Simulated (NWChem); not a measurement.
System: C5H11Se, doublet; SMILES [CH](C)[Se]C(C)C

NWChem input:

```
start job
memory heap 200 mb stack 900 mb global 1100 mb
geometry units angstroms
  C      2.265491    -1.047214     0.822176
  C      1.571419    -0.685977    -0.444564
  Se     0.169602     0.514154    -0.553598
  C     -1.038025    -0.167741     0.914077
  C     -1.404110    -1.612155     0.635722
  C     -2.251697     0.740390     0.985906
  H      3.092971    -0.362357     1.035611
  H      2.691268    -2.047584     0.733353
  H      1.588066    -1.034964     1.672805
  H      2.175533    -0.684756    -1.341850
  H     -0.457170    -0.087014     1.837852
  H     -1.987319    -2.015647     1.462558
  H     -1.997335    -1.683326    -0.274202
  H     -0.509225    -2.219353     0.511299
  H     -2.903967     0.426791     1.799697
  H     -1.952655     1.772860     1.160108
  H     -2.815266     0.697205     0.055178
end
basis spherical
  * library def2-svp
end
dft
  odft
  mult 2
  xc pbe0
  iterations 150
end
driver
  maxiter 120
end
task dft optimize
```

No frequency run checked for a minimum.

The level has its own optimisation. Brackets give each atom's bonded neighbours.

Q: Give the results of this calculation. (PBE0/def2-SVP, spin-unrestricted.) Quantities: r C–C [C(CHHH)–C(CHSe)] (Å); r C–Se [C(CHSe)–Se(CC)] (Å); r C–H [C(CHSe)–H(C)] (Å); r C–Se [C(CCHSe)–Se(CC)] (Å); dipole (D).

A: 
```yaml
r C–C [C(CHHH)–C(CHSe)] (Å): 1.487
r C–Se [C(CHSe)–Se(CC)] (Å): 1.863
r C–H [C(CHSe)–H(C)] (Å): 1.094
r C–Se [C(CCHSe)–Se(CC)] (Å): 1.977
dipole (D): 1.45
```
